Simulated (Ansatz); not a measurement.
`[SiH3][SiH2]Br` + `BN` → `NB[SiH2][SiH3]` + HBr  (formal exchange of groups at the Si–Br bond)

Gas-phase electronic energies from Ansatz, PBE0-D4/def2-TZVP geometries. CCSD(T)/CBS adds triple-zeta CCSD(T) − MP2 to the extrapolated MP2 energy (def2 sets, frozen cores). This one scheme is used for every species. Functionals use def2-TZVPP. For Br outer-core shells are correlated without core-valence functions, which leaves a few kJ/mol of doubt a bond. Scalar relativity is left out up to krypton. Each species was taken in one conformer, which may not be the lowest.

`[SiH3][SiH2]Br`:

Z-matrix (Å, degrees):
```
Si
Si 1 2.336
H 1 1.486 2 109.3
H 1 1.488 2 109.7 3 119.9
H 1 1.485 2 109.4 3 -120.1
Br 2 2.231 1 108.3 3 60.1
H 2 1.485 1 112.1 3 -58.4
H 2 1.485 1 112.2 3 178.6
```

`BN`:

Cartesian coordinates in Å:
```
B -0.040 0.481 0.483
N 0.041 -0.495 -0.497
H -0.094 0.148 1.631
H -0.054 1.632 0.155
H 0.089 -0.287 -1.479
H 0.057 -1.480 -0.293
```

`NB[SiH2][SiH3]`:

Z-matrix (Å, degrees):
```
Si
B 1 2.014
Si 1 2.342 2 110.3
H 1 1.496 2 112.2 3 -119.9
H 1 1.492 2 111.7 3 119.4
N 2 1.386 1 121.2 3 108.9
H 2 1.199 1 121.1 3 -69.3
H 3 1.489 1 110.5 2 58.0
H 3 1.490 1 110.3 2 -61.3
H 3 1.489 1 111.7 2 178.6
H 6 1.007 2 123.6 1 2.0
H 6 1.007 2 123.0 1 -178.2
```

HBr:

Z-matrix (Å, degrees):
```
Br
H 1 1.420
```

| level | ΔE (kJ/mol) |
| --- | --- |
| r2SCAN-D4 | 98.0 |
| CCSD(T)/def2-TZVPP | 96.7 |

What does CCSD(T)/CBS give? (Estimate.)

Ansatz gave: +103.3 kJ/mol. The listed levels differ from it by -5.3, -6.6 kJ/mol.

Largest T1 diagnostic among the species: 0.014.

In def2-TZVPP, CCSD(T) changes the Hartree–Fock value by −25.4 kJ/mol (the triples alone add −2.8 kJ/mol) and MP2 by −15.1 kJ/mol. From PBE to PBE0 (25 % exact exchange), in def2-TZVPP and without D4, ΔE moves by +6.4 kJ/mol.
